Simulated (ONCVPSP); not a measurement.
Br: variants of one ONCV potential

Base potential:

Br, optimised norm-conserving Vanderbilt (ONCV), made with ONCVPSP 4.0.1 (PW91, scalar-relativistic). Core [Ar] 3d10, reference 4s2 4p5. Waves: 4s: rc 1.40 bohr, ncon 4, nbas 8, qcut 4.6 1/bohr, 2 projectors, debl 2 Ha; 4p: rc 1.30 bohr, ncon 3, nbas 6, qcut 5.7 1/bohr, 2 projectors, debl 2.8 Ha; d scattering state at 0.11 Ha: rc 1.25 bohr, ncon 3, nbas 6, qcut 6.6 1/bohr, 2 projectors, debl 0.6 Ha. Local part: polynomial inside 1.15 bohr (lpopt 5, dvloc0 3 Ha). Core correction: Teter function, fcfact 3.5, rcfact 1.15.

Cutoffs, loose and tight: the cutoffs (Ha) at which the residual kinetic energy of the hardest occupied pseudo-wave falls to 1 and 0.1 mHa per electron. They do not see the model core or the augmentation charge, which bear on the density cutoff. Test errors are all-electron minus pseudo excitation energies from the reference, over the configurations 4s2 4p4; 4s2 4p3; 4s2 4p2; 4s2 4p1. A dash means not determined; rows that change the core or the reference have their own tests.

A true bound ghost makes a file unfit for plane-wave use even where its test errors are small: the radial tests pick states by their node count and pass the ghost by.

```tsv
change	outcome	cutoff, loose	cutoff, tight	bound ghosts	GHOST(+) flags above zero	largest test error (meV)
base	generated	21 Ha	74 Ha	d	s, d	-43
all radii but the core radius scaled by about 0.77 (s 1.08, p 1.00, d 0.96 bohr); local potential polynomial inside 0.88 bohr (lpopt 5, dvloc0 3 Ha)	failed: optimize: ERROR ps0norm > uunorm, code will stop	–	–	–	–	–
all radii but the core radius scaled by about 0.90 (s 1.26, p 1.16, d 1.12 bohr); local potential polynomial inside 1.02 bohr (lpopt 5, dvloc0 3 Ha)	generated	–	–	p, d	s, d	-99
all radii but the core radius scaled by about 1.06 (s 1.48, p 1.38, d 1.32 bohr); local potential polynomial inside 1.22 bohr (lpopt 5, dvloc0 3 Ha)	generated	20 Ha	70 Ha	d	s	-32
all radii but the core radius scaled by about 1.15 (s 1.62, p 1.50, d 1.44 bohr); local potential polynomial inside 1.32 bohr (lpopt 5, dvloc0 3 Ha)	generated	16 Ha	59 Ha	d	s	-20
all radii but the core radius scaled by about 1.24 (s 1.74, p 1.60, d 1.54 bohr); local potential polynomial inside 1.42 bohr (lpopt 5, dvloc0 3 Ha)	generated	12 Ha	49 Ha	d	none	-17
all radii but the core radius scaled by about 1.29 (s 1.80, p 1.68, d 1.60 bohr); local potential polynomial inside 1.48 bohr (lpopt 5, dvloc0 3 Ha)	generated	11 Ha	44 Ha	d	s	-17
```

Reading the sweep of the scale of all radii but the core radius (base = 1) (base included, trends over the rows without a ghost): Bound ghosts are found at 0.9, 1, 1.06, 1.15, 1.24, 1.29. Every judged row has one, so this setting neither creates nor removes them. The generation fails at 0.77.
